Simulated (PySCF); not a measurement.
Gas-phase reaction: 2 Ca + I2 = 2 CaI

Method: PySCF energies (xtb for GFN2) plus ideal-gas RRHO corrections (1 bar). 'Table' is the NASA 1993 thermochemical table (part measured, part estimated). After a fit of one offset per element over all species, the range-separated, M06-2X, PBE0/def2-QZVP and CCSD(T)/def2-TZVPP enthalpies, where run, lie to one side of the table for I2 (+16 kJ/mol), CaI (+16 kJ/mol): a fault of the table's entry, another state or a shared error of the levels is possible; this was not checked at source. † marks an energy on the PBE0/def2-TZVP geometry and frequencies; other levels use their own. CCSD(T) freezes the core. Open shells (unrestricted): CaI (multiplicity 2); the rest are closed-shell singlets. GFN2 has no spin-polarisation term. For Ca the outer core is correlated in a valence basis, which is rough. I: scalar-relativistic def2 core potential, no spin-orbit coupling. CCSD(T) isn't extrapolated to the basis-set limit. The table's entry may be an old estimate for CaI (not checked at source).

```tsv
level	ΔH°(298 K), kJ
table	-428.1
CCSD(T)/def2-SVP†	-364.3
CCSD(T)/def2-TZVPP†	-369.4
GFN2-xTB	___
PBE/def2-SVP	-426.7
PBE/def2-TZVP†	___
PBE0/def2-QZVP†	___
PBE0/def2-SVP†	___
LDA/def2-TZVP†	-430.9
```

Problem. Fill in the missing entries.

Solution. 
- GFN2-xTB, ΔH°(298 K), kJ: -608.7
- PBE/def2-TZVP†, ΔH°(298 K), kJ: -417.7
- PBE0/def2-QZVP†, ΔH°(298 K), kJ: -441.8
- PBE0/def2-SVP†, ΔH°(298 K), kJ: -441.1
